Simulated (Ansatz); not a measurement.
`C=[N][AlH][SiH2]Br`, charge 0, multiplicity 1.

Q: Give a relaxed structure at PBE0-D4/def2-TZVP (Ansatz 0.2.0). (Estimate.)

A: The calculation gave: 
Cartesian coordinates in Å:
```
C -0.9944 1.9650 -1.0566
N -1.0373 0.8688 -0.4729
Al -0.9812 -0.6675 0.3467
Si 1.2989 -1.4518 0.7846
Br 2.7451 0.0728 -0.0011
H -0.9821 2.9213 -0.5131
H -0.9675 2.0476 -2.1531
H -2.3354 -1.3923 0.7212
H 1.6153 -1.6262 2.2291
H 1.6387 -2.7377 0.1152
```
Point group Cs.
This is one stationary point; other conformers may exist.
